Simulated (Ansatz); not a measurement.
Ideal-gas functions of CH₃Cl₃HfS (`C[S][Hf]([Cl])([Cl])[Cl]`) at 400 K and 1 bar, from an Ansatz frequency run at PBE0-D4/def2-TZVP.

Molar mass 331.95 g/mol, point group Cs (symmetry number 1), electronic degeneracy 1, moments of inertia 519.989, 637.01, 637.24 u Å². Harmonic wavenumbers (cm⁻¹, unscaled): 66, 76, 90, 97, 100, 104, 110, 139, 374, 383, 391, 393, 704, 955, 981, 1370, 1437, 1479, 3016, 3122, 3178.

Use S(trans) = R[1.5 ln M + 2.5 ln T − 1.1517]; rotational temperatures θ = 24.2544 K / I; S(rot) = R[ln(√π/σ · √(T³/θAθBθC)) + 1.5]; for each mode x = 1.438777 ν̃/T, S = R[x/(eˣ − 1) − ln(1 − e⁻ˣ)] and H = RT x/(eˣ − 1); 1 cm⁻¹ = 0.0119627 kJ/mol; R = 8.31446 J/(mol·K).

Question: By hand: the entropy, in J/(mol·K).

Answer: Translation 187.4. Rotation: θ = 0.0466, 0.0381, 0.0381 K, giving 131.9. Vibration, mode by mode: 20.29, 19.12, 17.73, 17.11, 16.86, 16.54, 16.08, 14.16, 6.45, 6.28, 6.13, 6.10, 2.51, 1.22, 1.13, 0.36, 0.29, 0.26, 0.00, 0.00, 0.00, in all 168.6. Electronic 0.0. Sum 487.9 J/(mol·K).

Question: By hand: H − E and G − E in kJ/mol, counted from the electronic energy.

Answer: Zero-point energy ½ × 18565 × 0.0119627 = 111.0; thermal vibration 30.1; translation, rotation and pV give 4 RT = 13.3. H − E = 154.4 kJ/mol, and G − E = 154.4 − 400 × 487.9/1000 = -40.8 kJ/mol.

Vibration gives 35 % of the entropy, 137.9 J/(mol·K) of it from the modes under 150 cm⁻¹: soft modes count most, and the harmonic formula is weakest for them. The sum counts one conformer and one mirror image; others add a mixing term.
